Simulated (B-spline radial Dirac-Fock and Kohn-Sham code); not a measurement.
# Isotope-shift constants of the inner levels of Te²⁺

System: the Te²⁺ ion, configuration 1s2 2s2 2p6 3s2 3p6 3d10 4s2 4p6 4d10 5s2 5p2.

These are calculated numbers from an atomic code on a B-spline grid; the model is first-order field-shift and mass-shift constants from Dirac-Fock ground and hole states with a Fermi nucleus; the mass shift has no relativistic recoil terms. A binding energy shifts by δE = F·δ⟨r²⟩ + (K_N + K_S)·δ(1/M); F is taken for a change of radius at fixed skin thickness and so holds the higher radial moments.

```tsv
level	F (meV/fm²)
K (1s)	-98.40
L1 (2s)	-11.58
L2 (2p1/2)	0.4305
L3 (2p3/2)	0.6776
M1 (3s)	-2.278
M2 (3p1/2)	0.1233
M3 (3p3/2)	0.1787
M4 (3d3/2)	0.1601
M5 (3d5/2)	0.1568
```

The mass shift is not given and not included below: at this Z its relativistic corrections are large. It matters little for K lines but can be comparable with the field shift of L lines.

Field shifts alone in meV from A = 130 (mass 129.9062 u, rms radius 4.7423 fm); radii from Angeli and Marinova (2013).

```csv
A,mass (u),radius (fm),Kα1,Kα2,Kβ1,Lα1
116,115.9085,4.6847,+53.8,+53.7,+53.5,-0.3
118,117.9059,4.6956,+43.7,+43.6,+43.4,-0.2
120,119.9041,4.7038,+36.0,+35.9,+35.8,-0.2
122,121.9030,4.7095,+30.7,+30.6,+30.6,-0.2
124,123.9028,4.7183,?,?,?,?
125,124.9044,4.7204,+20.5,+20.5,+20.4,-0.1
126,125.9033,4.7266,+14.7,+14.7,+14.7,-0.1
128,127.9045,4.7346,+7.2,+7.2,+7.2,0.0
132,131.9085,4.75,-7.2,-7.2,-7.2,0.0
134,133.9114,4.7569,-13.7,-13.7,-13.7,+0.1
```

Task: What are the shifts for A = 124?

Result: Kα1 +22.5 meV; Kα2 +22.4 meV; Kβ1 +22.4 meV; Lα1 -0.1 meV.
